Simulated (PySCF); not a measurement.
## Relaxation of doublet H₂IrO

Level of theory: PySCF, UPBE0, basis Ir def2-TZVP with ECP60, O def2-TZVP, H def2-TZVP (scalar-relativistic core potentials, no spin–orbit coupling, density fitting). A (50,194) grid was used.

A hand-made trigonal planar start, of C2v symmetry, held to at least that symmetry:

```xyz
4
charge 0 multiplicity 2, angstrom
Ir    0.0615    0.1066    0.0000
O    -0.7985   -1.3830    0.0000
H     1.6015    0.1065    0.0000
H    -0.7084    1.4403    0.0000
```

At each step, columns x, y, z (Å) and Fx, Fy, Fz (eV/Å):

```
step 0  E − E(last) = 16.29 kJ/mol
Ir   0.062   0.107   0.000  -1.710  -2.957   0.000
O   -0.799  -1.383   0.000   1.415   2.445   0.000
H    1.602   0.107   0.000   1.077  -0.281   0.000
H   -0.708   1.440   0.000  -0.782   0.793   0.000
step 1  E − E(last) = 3.90 kJ/mol
Ir   0.053   0.092   0.000   0.784   1.356   0.000
O   -0.765  -1.325   0.000  -0.840  -1.453   0.000
H    1.626   0.063   0.000   0.466  -0.204   0.000
H   -0.758   1.440   0.000  -0.410   0.301   0.000
step 2  E − E(last) = 0.33 kJ/mol
Ir   0.060   0.104   0.000  -0.034  -0.057   0.000
O   -0.771  -1.336   0.000   0.065   0.111   0.000
H    1.649   0.049   0.000   0.105  -0.097   0.000
H   -0.782   1.453   0.000  -0.137   0.043   0.000
step 3  E − E(last) = 0.04 kJ/mol
Ir   0.063   0.109   0.000   0.015   0.027   0.000
O   -0.768  -1.330   0.000   0.025   0.042   0.000
H    1.658   0.037   0.000  -0.019  -0.035   0.000
H   -0.797   1.454   0.000  -0.020  -0.035   0.000
step 4  E − E(last) = 0.01 kJ/mol
Ir   0.065   0.112   0.000   0.019   0.034   0.000
O   -0.766  -1.326   0.000   0.001   0.001   0.000
H    1.660   0.032   0.000  -0.025  -0.009   0.000
H   -0.802   1.453   0.000   0.005  -0.027   0.000
step 5  E − E(last) = 0.00 kJ/mol
Ir   0.065   0.113   0.000   0.006   0.012   0.000
O   -0.765  -1.325   0.000  -0.002  -0.003   0.000
H    1.659   0.030   0.000  -0.009   0.000   0.000
H   -0.803   1.452   0.000   0.004  -0.008   0.000
```

It ends at C2v with Ir–H 1.596 Å (×2), Ir–O 1.661 Å; H–Ir–H 125.9°, H–Ir–O 117.0° (×2). A frequency run shows 1 imaginary mode, down to 337i cm⁻¹, so it is a saddle point.

With open d or f shells other occupations or spin states may lie lower. With an element this heavy the missing spin–orbit coupling can shift these numbers.
